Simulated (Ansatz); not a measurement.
Species: CaCl, net charge 0, doublet state. SMILES: [Ca][Cl]
Coordinates optimised at B3LYP-D3(BJ)/def2-TZVP (Ansatz, a program for electronic structure):
```
Ca
Cl 1 2.4444
```
Charge 0, spin multiplicity 2.

Wanted: size of the dipole moment, in D. Terms: non-relativistic; spin-orbit terms left out; 6-31G* and kin with 6d, 5d where marked; UHF or UKS for open shells; 6-311+G** with 5d, 6d on Na to Ar in Ansatz; LANL2DZ with its own core potentials from Na on. Ab initio and DFT rows: single points at B3LYP-D3(BJ) geometries (Ansatz). The spin state of an ion or metal species was assumed, not searched.

| level | program | size of the dipole moment (D) |
|---|---|---|
| B3LYP/STO-3G | Ansatz | 4.20 |
| B3LYP/3-21G | Ansatz | 5.61 |
| B3LYP/LANL2DZ | Ansatz | 5.18 |
| B3LYP/6-31G | Ansatz | 4.67 |
| B3LYP/6-31G* | Ansatz | 4.49 |
| B3LYP/def2-SVP | Ansatz | 4.30 |
| B3LYP/6-31G* with LANL2DZ past Ar | Ansatz | 4.98 |
| B3LYP/6-311+G** | Ansatz | 4.66 |

No value to compare with is used here. The 8 habitual levels span 4.20 (B3LYP/STO-3G) to 5.61 D (B3LYP/3-21G).

The sets are all those run for this method; runs whose electronic state is in doubt are left out.
